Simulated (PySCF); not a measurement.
C3H14Si3, SMILES [SiH3]CC([SiH3])C[SiH3].

Geometry: B3LYP-D3(BJ)/def2-SVP. The values are those of a single conformer.

The numbers are results of PySCF with TDA-PBE/def2-SVPD, not measurements.

Vertical excitations. Gas-phase values at a fixed geometry.

### Question
Give excitation energies, oscillator strengths and character. (An estimate is asked for; the answer gives what the named calculation found.)

### Answer

```tsv
state	energy (eV)	λ (nm)	f	main pairs
S1	6.11	203	0.000	HOMO→LUMO 98 %
S2	6.68	186	0.036	HOMO→LUMO+1 77 %, HOMO→LUMO+2 17 %
S3	6.80	182	0.052	HOMO→LUMO+2 76 %, HOMO→LUMO+1 15 %
S4	6.91	179	0.050	HOMO→LUMO+3 88 %
S5	6.92	179	0.015	HOMO−1→LUMO 91 %
S6	6.98	178	0.051	HOMO→LUMO+4 82 %
T1	5.90	210	0	HOMO→LUMO 99 %
T2	6.41	193	0	HOMO→LUMO+1 89 %
```
Triplets are in the Tamm–Dancoff approximation.
